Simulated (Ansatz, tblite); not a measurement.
Removing and adding an electron: Li₁₂F₁₂ (started as a model of: (LiF)12 cage of four- and six-membered rings). Total charge 0; singlet. Geometry: r2SCAN-D4/def2-SVP. Ansatz, gas phase; energy differences of separate SCF runs; the oxidised species was run as a doublet alone; the reduced species was run as a doublet alone.

Cartesian coordinates in Å:
```
Li 0.826 -0.206 3.350
F 1.826 -1.048 2.124
Li 2.527 0.601 1.836
F 1.462 1.457 2.983
Li -0.196 1.739 2.355
F -0.881 0.230 3.093
Li -1.663 -0.797 1.930
F -0.764 -2.149 1.139
Li 0.956 -1.819 0.758
F 1.296 -1.399 -0.998
Li 2.083 0.200 -1.241
F 2.518 1.167 0.198
Li 1.083 2.159 -0.291
F -0.473 2.012 0.600
F 1.161 1.574 -1.979
Li -1.813 1.181 -0.344
F -2.496 -0.279 0.439
Li -1.904 -1.861 -0.204
F -1.585 -2.068 -1.900
Li 0.152 -1.772 -2.333
Li -0.195 1.136 -2.965
F -1.806 1.062 -2.133
Li -1.887 -0.584 -2.837
F -0.228 -0.538 -3.580
```

The xTB rows come from tblite.

Task: Estimate orbital energies and vertical ionisation energies and electron affinities at: GFN1-xTB; GFN2-xTB; PBE-D4/def2-SVP; PBE0-D4/def2-SVP.

Result: 
```csv
level,−HOMO (eV),vertical IE (eV),−LUMO (eV),vertical EA (eV),HOMO–LUMO gap (eV),IE − EA (eV),remarks
GFN1-xTB,10.45,12.52,6.34,4.58,4.11,7.94,–
GFN2-xTB,10.73,12.94,3.44,1.51,7.29,11.43,–
PBE-D4/def2-SVP,7.33,–,0.80,-0.20,6.53,–,HOMO above zero (-1 doublet)
PBE0-D4/def2-SVP,9.37,11.02,0.24,-0.40,9.14,11.42,HOMO above zero (-1 doublet)
```

Relaxing the oxidised species (r2SCAN-D4/def2-SVP) changes its energy by -0.39 eV at PBE0-D4/def2-SVP, so the adiabatic ionisation energy to this nearest minimum is 10.63 eV.  Relaxing the reduced species (r2SCAN-D4/def2-SVP) changes its energy by -0.01 eV at PBE-D4/def2-SVP, so the adiabatic electron affinity to this nearest minimum is -0.18 eV. At PBE0-D4/def2-SVP it is -0.39 eV. The highest occupied level of the relaxed charge -1 doublet lies above zero (up to 1.17 eV). By energy differences, losing it releases 0.18 eV (each at its own geometry, to the charge 0 singlet, at PBE-D4/def2-SVP). The gap within one spin of the relaxed charge -1 doublet nearly closes, so an electron or hole may be smeared out by delocalisation error.  Run but left out: PBE-D4/def2-SVP (charge +1 doublet: an occupied level 0.07 eV above an empty one).   A HOMO above zero means that the electron is unbound at that level or that self-interaction error raises the level; the energy of removing that electron tells which. Raw xTB energy differences between charge states are shifted by several eV; the methods need an empirical correction for them. Sets without diffuse functions give affinities that are too small. A negative affinity means that the extra electron isn't bound; its size then hangs on the basis.
